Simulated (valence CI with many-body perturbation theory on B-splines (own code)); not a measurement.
# Energy levels of Zr VIII

Method: configuration interaction combined with many-body perturbation theory (CI+MBPT): five valence electrons over a frozen Dirac-Fock core [Ar] 3d10, a basis of 11 s, 11 p, 10 d, 8 f, 5 g, 2 h functions for each j, with the one-electron correlation potential Σ1 (screened to all orders), the two-electron term Σ2, the three-electron term Σ3, Breit, model QED; selected single and double excitations, second order for the rest, scaled by the run's own slope (own B-spline code, finite nucleus).

No measured levels were compared; by estimate levels hold to about 250 cm⁻¹ or 0.2 % of their energy and the worst to 1 %, as in measured heavy ions of charge 2 to 7; those with d or f electrons hold less well. Among the levels kept, up to 3100 cm⁻¹ of a level comes from second order outside the variational space, and about a tenth of that is noise between levels of different J, which matters for small intervals.

Levels 46 to 90 of 172, with energies above the lowest level, 4s²4p³ ⁴S°_3/2. "Leading %" is the weight of the configuration and term that name the level; weights of strongly mixed levels are sums over their largest components and can fall short. In the jj column 3d3/2^4 stands for four electrons in 3d with j = 3/2. Lifetimes count E1, E2, E3, M1 and M2 decay at the calculated energies, and are blank where another channel may lead or the interval is too uncertain; long ones can be off by a factor of two.

| No. | Configuration | Term | J | E (cm⁻¹) | Leading % | Lifetime | Second component | Leading jj |
| --- | --- | --- | --- | --- | --- | --- | --- | --- |
| 46 | 4s4p³4d | ⁶D° | 7/2 | 445390 | 95 | 17.3 ns |  | 4s 4p1/2 4p3/2^2 4d5/2 (28 %) |
| 47 | 4s4p³4d | ⁶D° | 9/2 | 446360 | 96 | 42.0 ns |  | 4s 4p1/2 4p3/2^2 4d5/2 (52 %) |
| 48 | 4p⁵ | ²P° | 1/2 | 450490 | 64 | 161 ps | 29 % 4s4p³4d ²P° | 4p1/2 4p3/2^4 (64 %) |
| 49 | 4s²4p²5s | ⁴P | 1/2 | 473410 | 78 | 40.7 ps | 11 % 4s²4p²5s ²P | 4s^2 4p1/2^2 5s (80 %) |
| 50 | 4s4p³4d | ⁴D° | 5/2 | 475940 | 78 | 972 ps | 7 % 4s4p³4d ⁴F° | 4s 4p1/2^2 4p3/2 4d5/2 (31 %) |
| 51 | 4s4p³4d | ⁴D° | 3/2 | 476840 | 73 | 912 ps | 16 % 4s4p³4d ⁴F° | 4s 4p1/2^2 4p3/2 4d5/2 (28 %) |
| 52 | 4s4p³4d | ⁴D° | 7/2 | 477860 | 86 | 1.51 ns | 5 % 4s4p³4d ⁴F° | 4s 4p1/2 4p3/2^2 4d5/2 (61 %) |
| 53 | 4s4p³4d | ⁴D° | 1/2 | 479600 | 93 | 974 ps |  | 4s 4p1/2 4p3/2^2 4d5/2 (47 %) |
| 54 | 4s²4p²5s | ⁴P | 3/2 | 483480 | 91 | 50.5 ps | 5 % 4s²4p²5s ²P | 4s^2 4p1/2 4p3/2 5s (95 %) |
| 55 | 4s4p³4d | ⁴F° | 3/2 | 484040 | 73 | 772 ps | 18 % 4s4p³4d ⁴D° | 4s 4p1/2 4p3/2^2 4d3/2 (54 %) |
| 56 | 4s4p³4d | ⁴F° | 5/2 | 486130 | 76 | 775 ps | 7 % 4s4p³4d ⁴D° | 4s 4p1/2 4p3/2^2 4d3/2 (61 %) |
| 57 | 4s4p³4d | ⁴F° | 7/2 | 488750 | 79 | 826 ps | 6 % 4s4p³4d ⁴G° | 4s 4p1/2 4p3/2^2 4d3/2 (49 %) |
| 58 | 4s²4p²5s | ²P | 1/2 | 489010 | 82 | 16.5 ps | 13 % 4s²4p²5s ⁴P | 4s^2 4p1/2 4p3/2 5s (90 %) |
| 59 | 4s²4p²5s | ⁴P | 5/2 | 490800 | 78 | 49.4 ps | 18 % 4s²4p²5s ²D | 4s^2 4p1/2 4p3/2 5s (74 %) |
| 60 | 4s4p³4d | ⁴F° | 9/2 | 492520 | 81 | 1.05 ns | 8 % 4s4p³4d ⁴G° | 4s 4p1/2 4p3/2^2 4d5/2 (62 %) |
| 61 | 4s²4p²5s | ²P | 3/2 | 496350 | 63 | 17.8 ps | 31 % 4s²4p²5s ²D | 4s^2 4p1/2 4p3/2 5s (86 %) |
| 62 | 4s4p³4d | ⁴G° | 5/2 | 497810 | 80 | 825 ps | 6 % 4s²4p²4f ⁴G° | 4s 4p1/2^2 4p3/2 4d3/2 (32 %) |
| 63 | 4s4p³4d | ⁴G° | 7/2 | 499030 | 76 | 799 ps | 10 % 4s4p³4d ⁴F° | 4s 4p1/2 4p3/2^2 4d3/2 (31 %) |
| 64 | 4s4p³4d | ⁴G° | 9/2 | 500870 | 74 | 950 ps | 16 % 4s4p³4d ⁴F° | 4s 4p1/2 4p3/2^2 4d5/2 (50 %) |
| 65 | 4s4p³4d | ⁴G° | 11/2 | 503590 | 90 | 1.01 ns | 5 % 4s²4p²4f ⁴G° | 4s 4p1/2 4p3/2^2 4d5/2 (90 %) |
| 66 | 4s4p³4d | ²S° | 1/2 | 503740 | 78 | 484 ps | 9 % 4s²4p4d² ²S° | 4s 4p1/2 4p3/2^2 4d5/2 (38 %) |
| 67 | 4s²4p²5s | ²D | 5/2 | 512780 | 77 | 32.6 ps | 18 % 4s²4p²5s ⁴P | 4s^2 4p3/2^2 5s (73 %) |
| 68 | 4s²4p²5s | ²D | 3/2 | 514540 | 64 | 22.8 ps | 28 % 4s²4p²5s ²P | 4s^2 4p3/2^2 5s (84 %) |
| 69 | 4s4p³4d | ²G° | 9/2 | 515340 | 68 | 1.02 ns | 13 % 4s4p³4d ⁴F° | 4s 4p1/2 4p3/2^2 4d3/2 (52 %) |
| 70 | 4s4p³4d | ²G° | 7/2 | 515610 | 76 | 898 ps | 6 % 4s²4p4d² ²G° | 4s 4p1/2^2 4p3/2 4d5/2 (29 %) |
| 71 | 4s4p³4d | ⁴D° | 1/2 | 517990 | 90 | 115 ps | 5 % 4s²4p4d² ⁴D° | 4s 4p1/2^2 4p3/2 4d3/2 (36 %) |
| 72 | 4s4p³4d | ⁴D° | 3/2 | 520850 | 75 | 105 ps | 6 % 4s4p³4d ⁴P° | 4s 4p1/2^2 4p3/2 4d3/2 (37 %) |
| 73 | 4s4p³4d | ⁴D° | 5/2 | 523180 | 35 | 107 ps | 16 % 4s4p³4d ²D° | 4s 4p1/2^2 4p3/2 4d3/2 (32 %) |
| 74 | 4s4p³4d | ⁴P° | 3/2 | 525120 | 68 | 92.3 ps | 9 % 4s4p³4d ⁴S° | 4s 4p1/2^2 4p3/2 4d5/2 (36 %) |
| 75 | 4s4p³4d | ⁴P° | 1/2 | 525170 | 81 | 224 ps | 7 % 4s4p³4d ²S° | 4s 4p1/2 4p3/2^2 4d5/2 (30 %) |
| 76 | 4s4p³4d | ⁴F° | 7/2 | 527090 | 68 | 245 ps | 7 % 4s²4p²4f ⁴F° | 4s 4p1/2 4p3/2^2 4d5/2 (34 %) |
| 77 | 4s4p³4d | ⁴F° | 3/2 | 527210 | 76 | 289 ps | 8 % 4s²4p²4f ⁴F° | 4s 4p1/2 4p3/2^2 4d3/2 (67 %) |
| 78 | 4s4p³4d | ⁴F° | 5/2 | 527650 | 60 | 103 ps | 13 % 4s4p³4d ⁴D° | 4s 4p1/2 4p3/2^2 4d3/2 (24 %) |
| 79 | 4s4p³4d | ⁴F° | 9/2 | 529480 | 57 | 604 ps | 19 % 4s4p³4d ²G° | 4s 4p3/2^3 4d5/2 (43 %) |
| 80 | 4s4p³4d | ²D° | 5/2 | 530640 | 41 | 144 ps | 25 % 4s4p³4d ⁴D° | 4s 4p1/2 4p3/2^2 4d5/2 (55 %) |
| 81 | 4s4p³4d | ⁴P° | 5/2 | 532510 | 68 | 26.8 ps | 14 % 4s4p³4d ⁴D° | 4s 4p1/2 4p3/2^2 4d5/2 (46 %) |
| 82 | 4s4p³4d | ⁴D° | 7/2 | 533170 | 80 | 56.9 ps | 6 % 4s4p³4d ²F° | 4s 4p1/2 4p3/2^2 4d5/2 (45 %) |
| 83 | 4s4p³4d | ²D° | 3/2 | 534390 | 64 | 122 ps | 7 % 4s²4p4d² ²D° | 4s 4p1/2 4p3/2^2 4d5/2 (27 %) |
| 84 | 4s²4p²5p | ⁴D° | 1/2 | 539200 | 41 | 105 ps | 27 % 4s²4p²5p ²S° | 4s^2 4p1/2^2 5p1/2 (76 %) |
| 85 | 4s4p³4d | ⁴P° | 3/2 | 539790 | 50 | 14.7 ps | 35 % 4s4p³4d ⁴S° | 4s 4p1/2 4p3/2^2 4d3/2 (75 %) |
| 86 | 4s²4p²5s | ²S | 1/2 | 539890 | 87 | 29.6 ps | 4 % 4s²4p²5s ⁴P | 4s^2 4p3/2^2 5s (84 %) |
| 87 | 4s4p³4d | ⁴P° | 5/2 | 540620 | 74 | 19.6 ps | 7 % 4s4p³4d ²F° | 4s 4p1/2 4p3/2^2 4d5/2 (44 %) |
| 88 | 4s4p³4d | ²F° | 7/2 | 541530 | 54 | 89.8 ps | 14 % 4s4p³4d ⁴D° | 4s 4p1/2 4p3/2^2 4d5/2 (44 %) |
| 89 | 4s4p³4d | ²F° | 5/2 | 543760 | 44 | 106 ps | 13 % 4s4p³4d ²D° | 4s 4p1/2 4p3/2^2 4d3/2 (36 %) |
| 90 | 4s4p³4d | ⁴P° | 3/2 | 544160 | 46 | 13.5 ps | 33 % 4s4p³4d ⁴S° | 4s 4p1/2 4p3/2^2 4d5/2 (48 %) |

Names give the largest LS component (configuration and term), which can be under half, so a name can repeat, a term be missing and a line seem to break the LS rules; names also repeat where a configuration has a term twice.

Where two levels of one J and parity lie close, their mixing, g and order are uncertain.
